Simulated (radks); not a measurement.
Trend from Rb to Xe: ionisation energy by Delta-SCF between NIST ground configurations, and size. Method: scalar-relativistic Kohn-Sham, PBE, spin-polarised, spherical densities, finite nucleus; open shells are filled with parallel spins first (spin-orbit coupling, left out, can overturn this in heavy ions); Fermi nuclear charge, rms radius of each element as measured or else 0.836 A^(1/3) + 0.57 fm; computed with a radial shooting solver on a logarithmic mesh with Libxc functionals.

[
 {"species": "Rb", "configuration": "[Kr] 5s1", "configuration of the ion": "[Kr]", "IE (eV)": "4.290", "NIST (eV)": "4.177", "kind": "exp.", "-e(HOMO) (eV)": "2.436 (5s)", "outermost": "5s", "<r> outermost (bohr)": "5.17"},
 {"species": "Sr", "configuration": "[Kr] 5s2", "configuration of the ion": "[Kr] 5s1", "IE (eV)": "5.699", "NIST (eV)": "5.695", "kind": "exp.", "-e(HOMO) (eV)": "3.526 (5s)", "outermost": "5s", "<r> outermost (bohr)": "4.33"},
 {"species": "Zr", "configuration": "[Kr] 4d2 5s2", "configuration of the ion": "[Kr] 4d2 5s1", "IE (eV)": "6.438", "NIST (eV)": "6.634", "kind": "exp.", "-e(HOMO) (eV)": "4.047 (5s)", "outermost": "5s", "<r> outermost (bohr)": "3.83"},
 {"species": "Nb", "configuration": "[Kr] 4d4 5s1", "configuration of the ion": "[Kr] 4d4", "IE (eV)": "7.163", "NIST (eV)": "6.759", "kind": "exp.", "-e(HOMO) (eV)": "3.713 (4d)", "outermost": "5s", "<r> outermost (bohr)": "3.61"},
 {"species": "Mo", "configuration": "[Kr] 4d5 5s1", "configuration of the ion": "[Kr] 4d5", "IE (eV)": "7.457", "NIST (eV)": "7.092", "kind": "exp.", "-e(HOMO) (eV)": "4.571 (4d)", "outermost": "5s", "<r> outermost (bohr)": "3.48"},
 {"species": "Tc", "configuration": "[Kr] 4d5 5s2", "configuration of the ion": "[Kr] 4d5 5s1", "IE (eV)": "6.866", "NIST (eV)": "7.119", "kind": "exp.", "-e(HOMO) (eV)": "4.242 (5s)", "outermost": "5s", "<r> outermost (bohr)": "3.51"},
 {"species": "Ru", "configuration": "[Kr] 4d7 5s1", "configuration of the ion": "[Kr] 4d7", "IE (eV)": "7.778", "NIST (eV)": "7.361", "kind": "exp.", "-e(HOMO) (eV)": "3.839 (4d)", "outermost": "5s", "<r> outermost (bohr)": "3.30"},
 {"species": "Rh", "configuration": "[Kr] 4d8 5s1", "configuration of the ion": "[Kr] 4d8", "IE (eV)": "7.852", "NIST (eV)": "7.459", "kind": "exp.", "-e(HOMO) (eV)": "4.762 (5s)", "outermost": "5s", "<r> outermost (bohr)": "3.24"},
 {"species": "Pd", "configuration": "[Kr] 4d10", "configuration of the ion": "[Kr] 4d9", "IE (eV)": "8.949", "NIST (eV)": "8.337", "kind": "exp.", "-e(HOMO) (eV)": "4.048 (4d)", "outermost": "4d", "<r> outermost (bohr)": "1.59"},
 {"species": "Ag", "configuration": "[Kr] 4d10 5s1", "configuration of the ion": "[Kr] 4d10", "IE (eV)": "7.946", "NIST (eV)": "7.576", "kind": "exp.", "-e(HOMO) (eV)": "4.734 (5s)", "outermost": "5s", "<r> outermost (bohr)": "3.14"},
 {"species": "Cd", "configuration": "[Kr] 4d10 5s2", "configuration of the ion": "[Kr] 4d10 5s1", "IE (eV)": "9.045", "NIST (eV)": "8.994", "kind": "exp.", "-e(HOMO) (eV)": "5.659 (5s)", "outermost": "5s", "<r> outermost (bohr)": "2.90"},
 {"species": "In", "configuration": "[Kr] 4d10 5s2 5p1", "configuration of the ion": "[Kr] 4d10 5s2", "IE (eV)": "5.523", "NIST (eV)": "5.786", "kind": "exp.", "-e(HOMO) (eV)": "2.779 (5p)", "outermost": "5p", "<r> outermost (bohr)": "3.70"},
 {"species": "Sn", "configuration": "[Kr] 4d10 5s2 5p2", "configuration of the ion": "[Kr] 4d10 5s2 5p1", "IE (eV)": "7.309", "NIST (eV)": "7.344", "kind": "exp.", "-e(HOMO) (eV)": "4.157 (5p)", "outermost": "5p", "<r> outermost (bohr)": "3.20"},
 {"species": "Sb", "configuration": "[Kr] 4d10 5s2 5p3", "configuration of the ion": "[Kr] 4d10 5s2 5p2", "IE (eV)": "8.968", "NIST (eV)": "8.608", "kind": "exp.", "-e(HOMO) (eV)": "5.467 (5p)", "outermost": "5p", "<r> outermost (bohr)": "2.88"},
 {"species": "Te", "configuration": "[Kr] 4d10 5s2 5p4", "configuration of the ion": "[Kr] 4d10 5s2 5p3", "IE (eV)": "8.646", "NIST (eV)": "9.010", "kind": "exp.", "-e(HOMO) (eV)": "5.199 (5p)", "outermost": "5p", "<r> outermost (bohr)": "2.71"},
 {"species": "I", "configuration": "[Kr] 4d10 5s2 5p5", "configuration of the ion": "[Kr] 4d10 5s2 5p4", "IE (eV)": "10.553", "NIST (eV)": "10.451", "kind": "exp.", "-e(HOMO) (eV)": "6.749 (5p)", "outermost": "5p", "<r> outermost (bohr)": "2.49"},
 {"species": "Xe", "configuration": "[Xe]", "configuration of the ion": "[Kr] 4d10 5s2 5p5", "IE (eV)": "12.359", "NIST (eV)": "12.130", "kind": "exp.", "-e(HOMO) (eV)": "8.235 (5p)", "outermost": "5p", "<r> outermost (bohr)": "2.31"}
]

Reference values: NIST Atomic Spectra Database (exp. = measured, semi-emp. = semi-empirical, theory = theoretical value adopted there). Open shells are spherical and high-spin; term and fine-structure splittings are not resolved. Spin-orbit splitting is averaged out at the scalar-relativistic level.
